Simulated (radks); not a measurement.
Question: The oxygen anion O2-, [Ne], held by a Watson sphere: a shell of charge +2 at radius R that stands for the Madelung well of a crystal (potential energy -2/R inside, -2/r outside, in hartree with lengths in bohr). Method: non-relativistic Kohn-Sham, LDA (Slater exchange, Perdew-Wang correlation), spin-polarised, spherical densities, point nucleus; computed with a radial shooting solver on a logarithmic mesh with Libxc functionals. Response by self-consistent Sternheimer equations with the Hartree and adiabatic LDA kernel. The sphere does not respond.

| R (bohr) | e(1s) (eV) | e(2s) (eV) | e(2p) (eV) | <r> 2p (bohr) | sum of <r^2> (bohr^2) | X-ray form factor at sin(theta)/lambda = 0.1 1/angstrom | alpha (bohr^3) |
|---|---|---|---|---|---|---|---|
| 1.84 | -504.20 | -22.622 | -8.477 | 1.452 | 20.61 | 8.674 | 12.47 |
| 2.35 | -504.03 | -20.473 | -6.718 | 1.570 | 24.18 | 8.499 | 20.61 |
| 2.61 | -503.79 | -19.628 | -5.970 | 1.625 | 26.01 | 8.420 | 26.41 |
| 3.79 | -502.62 | -17.207 | -3.616 | 1.844 | 34.83 | 8.123 | 76.27 |
| 3.86 | -502.56 | -17.114 | -3.518 | 1.856 | 35.40 | 8.108 | 81.00 |

Estimate the row for R = 3.88 bohr.

Answer: e(1s) (eV) -502.55; e(2s) (eV) -17.088; e(2p) (eV) -3.491; <r> 2p (bohr) 1.859; sum of <r^2> (bohr^2) 35.56; X-ray form factor at sin(theta)/lambda = 0.1 1/angstrom 8.104; alpha (bohr^3) 82.40.
